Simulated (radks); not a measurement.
Q: The table gives one normalised radial function P(r) = r R(r) of Pm31+ in [Ar] 3d10 4s1 4d1 (r in bohr). Method: scalar-relativistic Kohn-Sham, PBEsol, spin-polarised, spherical densities, point nucleus; open shells are filled with parallel spins first (spin-orbit coupling, left out, can overturn this in heavy ions); computed with a radial shooting solver on a logarithmic mesh with Libxc functionals.

r         P
0.001046   0.1144
0.001179   0.1263
0.00134    0.1401
0.001511   0.1542
0.001703   0.1694
0.001921   0.1859
0.002165   0.2035
0.002442   0.2223
0.002775   0.2436
0.003129   0.2646
0.003528   0.2864
0.003977   0.3089
0.004485   0.3315
0.005056   0.3540
0.005747   0.3772
0.006479   0.3973
0.007306   0.4150
0.008237   0.4291
0.009287   0.4384
0.01047    0.4413
0.01181    0.4362
0.01342    0.4200
0.01513    0.3926
0.01706    0.3515
0.01923    0.2951
0.02169    0.2224
0.02445    0.1329
0.02779    0.0198
0.03133   -0.1004
0.03533   -0.2299
0.03983   -0.3622
0.04491   -0.4884
0.05063   -0.5968
0.05755   -0.6781
0.06489   -0.7069
0.07316   -0.6764
0.08249   -0.5767
0.093     -0.4042
0.1049    -0.1646
0.1192     0.1451
0.1344     0.4542
0.1515     0.7384
0.1708     0.9488
0.1926     1.0375
0.2172     0.9677
0.2448     0.7247
0.2783     0.2925
0.3138    -0.2218
0.3538    -0.7614
0.3989    -1.2344
0.4497    -1.5576
0.5071    -1.6800
0.5763    -1.5842
0.6498    -1.3283
0.7326    -0.9909
0.826     -0.6548
0.9314    -0.3802
1.05      -0.1920
1.193     -0.0781
1.346     -0.0282
1.517     -0.0084
1.711     -0.0020

Which n and l does it have? It may be an empty orbital.

A: n = 4, l = 0: the number of nodes gives n - l - 1 = 3, the rise at small r (about r^(l+1), flatter next to the nucleus through relativity) gives l, and the extent must fit the shell. The curve is that of 4s down; the table hardly tells the two spins apart. 4s down (empty): eigenvalue -1242.9 eV, 3 radial nodes at r = 0.0284, 0.112, 0.299 bohr, <r> = 0.521 bohr, 90 % of the charge inside 0.736 bohr.
